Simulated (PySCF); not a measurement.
# Electron correlation in Cu⁻ (copper, charge -1)

[Ar] 3d10 4s2, closed-shell 1S. Computed with PySCF 2.14 in def2-QZVPPD (11s6p5d4f2g, 100 functions), with the non-relativistic Hamiltonian (point nucleus). Frozen: [Ne]; 20 electrons correlated.

```json
{"level": "CCSD", "correlation energy (mhartree)": "-787.29"}
{"level": "(T)", "correlation energy (mhartree)": "-32.69"}
{"level": "CCSD(T)", "correlation energy (mhartree)": "-819.98"}
```

Diagnostics: T1 = 0.036, D1 = 0.1230, largest double amplitude 0.070.

T1 exceeds 0.03, a sign that the reference determinant is poor.

Cost of the coupled-cluster step: about 60 core-seconds, for 20 correlated electrons.

Iterations:

```
CC2 = 0
CCSD nocc = 10, nmo = 95
frozen orbitals [0, 1, 2, 3, 4]
max_cycle = 100
direct = 0
conv_tol = 1e-08
conv_tol_normt = 1e-06
diis_space = 8
diis_start_cycle = 0
Init t2, MP2 energy = -1639.84527606628  E_corr(MP2) -0.886348742891496
Init E_corr(CCSD) = -0.886348742891515
cycle = 1  E_corr(CCSD) = -0.72055156181588  dE = 0.165797181  norm(t1,t2) = 0.15654
cycle = 2  E_corr(CCSD) = -0.814986950172002  dE = -0.0944353884  norm(t1,t2) = 0.112828
cycle = 3  E_corr(CCSD) = -0.789097652325494  dE = 0.0258892978  norm(t1,t2) = 0.11348
cycle = 4  E_corr(CCSD) = -0.783321378722615  dE = 0.0057762736  norm(t1,t2) = 0.0196523
cycle = 5  E_corr(CCSD) = -0.785756129442772  dE = -0.00243475072  norm(t1,t2) = 0.0106164
cycle = 6  E_corr(CCSD) = -0.787720071559815  dE = -0.00196394212  norm(t1,t2) = 0.00264951
cycle = 7  E_corr(CCSD) = -0.78750619971652  dE = 0.000213871843  norm(t1,t2) = 0.00168606
cycle = 8  E_corr(CCSD) = -0.787343412417612  dE = 0.000162787299  norm(t1,t2) = 0.000945507
cycle = 9  E_corr(CCSD) = -0.787276167511177  dE = 6.72449064e-05  norm(t1,t2) = 0.000360279
cycle = 10  E_corr(CCSD) = -0.787286750617091  dE = -1.05831059e-05  norm(t1,t2) = 6.07339e-05
cycle = 11  E_corr(CCSD) = -0.787286036350244  dE = 7.14266847e-07  norm(t1,t2) = 4.08783e-05
cycle = 12  E_corr(CCSD) = -0.787288918512423  dE = -2.88216218e-06  norm(t1,t2) = 1.53067e-05
cycle = 13  E_corr(CCSD) = -0.787288600545461  dE = 3.17966962e-07  norm(t1,t2) = 3.16217e-06
cycle = 14  E_corr(CCSD) = -0.787288252699658  dE = 3.47845803e-07  norm(t1,t2) = 1.20816e-06
cycle = 15  E_corr(CCSD) = -0.787288313468147  dE = -6.07684887e-08  norm(t1,t2) = 4.19554e-07
cycle = 16  E_corr(CCSD) = -0.787288316057905  dE = -2.58975863e-09  norm(t1,t2) = 1.55876e-07
CCSD converged
E(CCSD) = -1639.746215639448  E_corr = -0.7872883160579054
CCSD(T) correction = -0.0326865692963882
```

This basis was not built for core-valence correlation, so the inner-shell part is incomplete.
